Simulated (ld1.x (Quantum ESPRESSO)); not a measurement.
## Before and after: TM potential for sulfur (S)

- Element: sulfur
- Generator: ld1.x (Quantum ESPRESSO) 7.5
- Type: norm-conserving Troullier–Martins (Kleinman–Bylander form)
- Functional: revPBE
- Relativity: non-relativistic
- Frozen core: [Ne]
- Valence charge: 6
- Reference configuration: 3s2 3p4
- Partial waves: 3p (bound): rc 1.10 bohr; 3d channel at 0.05 Ry: rc 1.50 bohr; 3s (bound): rc 1.50 bohr
- Local potential: the s channel
- Core correction: Bessel-smoothed model core, default radius (core density twice the valence density)

Change: wave 3p (bound): rc 1.10 bohr becomes 3p (bound): rc 0.96 bohr.

Cutoffs: the cutoffs (Ry, on a coarse ladder) from which the occupation-weighted sum of valence levels, in a spherical-Bessel basis at the reference potential, stays within 10 and 1 mRy of its value at 400 Ry; they do not see the model core or the augmentation charge, which bear on the density cutoff. Errors are all-electron minus pseudo energies relative to the spin-unpolarised reference configuration.

Q: Predict the effect on cutoff, ghosts and configuration errors.

A: The potential gets harder (90 Ry and 160 Ry → 230 Ry and 300 Ry); the number of tests with a reliable result goes from 7 to 6; of the 6 tests that both files solve, the error grows in 0 and shrinks in 3 by more than 15 % and 0.3 meV (median size 15.3 → 14.3 meV); neither file shows a bound ghost. A smaller radius makes the pseudo-wave follow the all-electron one further in, where it bends more sharply, so more plane waves are needed. Less of the atom is replaced, so other configurations are described better.

```csv
quantity,base,changed
"cutoff, loose",90 Ry,230 Ry
"cutoff, tight",160 Ry,300 Ry
loose cutoff by channel (10 mRy a level),"p 80 Ry, s 21 Ry","p 160 Ry, s 21 Ry"
bound ghosts,none,none
tests with a reliable result,7 of 7,6 of 7
"error for 3s2 3p2, meV [ΔE 34.03 eV]",+24,+24
"error for 3s2 3p1, meV [ΔE 68.05 eV]",+69,+59
"error for 3s2 3p0, meV [ΔE 114.80 eV]",+131,+69
"error for 3s2 3p4.3, meV [ΔE -1.70 eV]",+0.2,+0.2
"error for 3s0 3p6, meV [ΔE 20.49 eV]",+6.0,-4.3
"error for 3s1 3p5, meV [ΔE 10.19 eV]",+1.5,-0.9
s: phases at 1.64 bohr within 0.05 rad from the reference energy up to (Ry; the scan ends near 5),to the end of the scan,to the end of the scan
p: phases at 1.64 bohr within 0.05 rad from the reference energy up to (Ry; the scan ends near 5),to the end of the scan,3.9
d: phases at 1.64 bohr within 0.05 rad from the reference energy up to (Ry; the scan ends near 5),to the end of the scan,to the end of the scan
```
